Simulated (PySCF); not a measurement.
## C₆ coefficients of unlike pairs at UHF

Calculated with PySCF 2.14 from the dipole response of each species, C₆(A,B) = (3/π) ∫ α_A(iu) α_B(iu) du, in atomic units, from isotropic polarisabilities. For ions this is the dispersion term alone; charge-induced terms of lower order in 1/R come first.

| species | configuration | basis | relativity | α (bohr³) | C₆ (like pair) |
| --- | --- | --- | --- | --- | --- |
| Zn⁺ | [Ar] 3d10 4s1 (2S) | aug-cc-pwCVTZ-PP with ECP10MDF (8s8p7d4f3g) | core potential | 23.72 | 101.3 |
| Xe | [Xe] (1S) | aug-cc-pV5Z-PP with ECP28MDF (8s8p6d4f3g2h) | core potential | 26.76 | 281.0 |
| He | 1s2 (1S) | dyall-acv3z (10s3p2d) | spin-free X2C | 1.307 | 1.367 |
| W | [Xe] 4f14 5d4 6s2 (5D) | aug-cc-pVQZ-PP with ECP60MDF (7s7p6d4f3g2h) | core potential | 101.7 | 1254 |

Q: Estimate C₆ for W with Zn⁺.

A: The integral gives 352.7. The combination rule 2 C_A C_B / (C_A α_B/α_A + C_B α_A/α_B) gives 349.5 and the geometric mean 356.4.

No spin-orbit coupling is included.

The other pairs:

| pair | C₆ |
| --- | --- |
| He, Zn⁺ | 9.916 |
| W, Xe | 538.8 |
| Xe, Zn⁺ | 160.4 |
| He, Xe | 18.67 |
| W, He | 32.09 |
